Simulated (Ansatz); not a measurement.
Cl₃Ga, SMILES [Cl][Ga]([Cl])[Cl] (connectivity only; charge and spin as stated), charge -1, multiplicity 2.

Coordinates come from a PBE0-D3(BJ)/def2-SVPD optimisation. The spin state was assumed, not searched. The isomer is the one that the SMILES or the coordinates give; other isomers of the formula were not compared.

Two levels are set side by side: PBE/def2-SVPD (Ansatz, an electronic-structure program) and PBE0/def2-SVPD (Ansatz). Energy differences of separate SCF runs at the same geometry; the states with an electron removed or added have multiplicity 1. Differences are taken from unrounded values.

```json
[
 {"quantity": "vertical ionisation energy (eV)", "PBE0": "3.39"}
]
```

Problem. What does PBE give, and how far is it from PBE0? (The exact figures need the calculation; the answer reports its results.)

Solution. 
```tsv
quantity	PBE	PBE minus PBE0
vertical ionisation energy (eV)	3.21	-0.18
```
